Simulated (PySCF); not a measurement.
Computed IR spectrum (relative IR intensity) of a molecule C3H7O2, multiplicity 2. Geometry optimised at B3LYP-D3(BJ)/def2-SVP. Other conformers were not sampled. Level of theory: B3LYP-D3(BJ)/def2-SVP run with PySCF. Harmonic, unscaled wavenumbers; measured fundamentals usually lie a few per cent lower.

Lines under 2 % of the strongest are left out, and lines within 2 cm⁻¹ are merged.

```csv
ν (cm⁻¹),relative intensity
100,4.6
113,2.9
299,12
380,5.2
489,27
701,95
919,97
966,20
1008,14
1094,28
1136,4.2
1163,96
1174,28
1233,100
1262,12
1313,20
1345,7.9
1383,36
1457,3.1
1466,4.9
1475,3.6
1490,8.6
2857,11
2933,29
2965,50
2996,70
3021,71
3098,23
3127,25
```

Q: Which structure fits?
A. CC([O])CO
B. COCC[O]
C. CC(O)[CH]O
D. CC(O)C[O]

A: B, COCC[O]
